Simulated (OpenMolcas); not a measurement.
Computed levels of 4s2 4p2 in ions with 32 electrons, in cm-1 above 3P0.

```
Program             : OpenMolcas
Method              : SS-RASPT2, IPEA 0.25 Eh, imaginary shift 0.1 Eh
Basis               : ANO-RCC-VQZP
Scalar Hamiltonian  : DKH2, point nucleus
Spin-orbit coupling : state interaction with AMFI integrals over the reference wave functions, term energies averaged over their components
```

Active space for each ion: 2 electrons in 9 orbitals (RAS2 4p; RAS3 4d 5s, at most 1 electron); closed shells correlated by CASPT2: 3d 4s.

```json
{"Level": "3P1", "As+": "899", "Br3+": "2240"}
{"Level": "3P2", "As+": "2230", "Br3+": "5010"}
{"Level": "1D2", "As+": "9940", "Br3+": "15790"}
{"Level": "1S0", "As+": "26200", "Br3+": "37380"}
```

**Question.** Estimate 3P2, 1D2, 1S0 for Se2+ from its neighbours As+ and Br3+.

**Answer.** 3P2 is fine structure, which grows about as the fourth power of a screened charge, so the fourth roots are averaged: ((2230^0.25 + 5010^0.25) / 2)^4 = 3412. The calculation gives 3480, so the estimate is off by -2.0 %; the measured value is 3937 (Moore, Atomic Energy Levels, vol. II, NSRDS-NBS 35 (1971 reprint of NBS Circular 467, 1952)).
1D2 is another term, which grows about linearly with the charge: (9940 + 15790) / 2 = 12865. The calculation gives 12770, so the estimate is off by +0.7 %; the measured value is 13032 (Moore, Atomic Energy Levels, vol. II, NSRDS-NBS 35 (1971 reprint of NBS Circular 467, 1952)).
1S0 is another term, which grows about linearly with the charge: (26200 + 37380) / 2 = 31790. The calculation gives 31910, so the estimate is off by -0.4 %.

CASPT2 breaks the degeneracy within a term, and the mean is taken; among the terms shown or strongly mixed into the levels shown the widest spread is 100 cm-1 (4s2 4p2 1D, Br3+). Over all roots computed the reference weight is 0.90 to 0.97 in Se2+, 0.87 to 0.97 in Br3+; the roots of lowest weight are the least certain, and an intruder state may touch them. With the s shell closed, the reference lacks s² → p² mixing. Some terms miss by over 15 % even with CASPT2, which points to a basis or an active space too small for the shells correlated (holds for As+). Measured partners are found by configuration, term and J. A level has none where our copy of the source lacks it or the pairing is in doubt (some pairs that miss far off the trend of their configuration count as doubtful), and it then counts in no deviation. Where the source uses jj or jK labels, the order within each J decides. Levels of configurations outside the active space are missing.
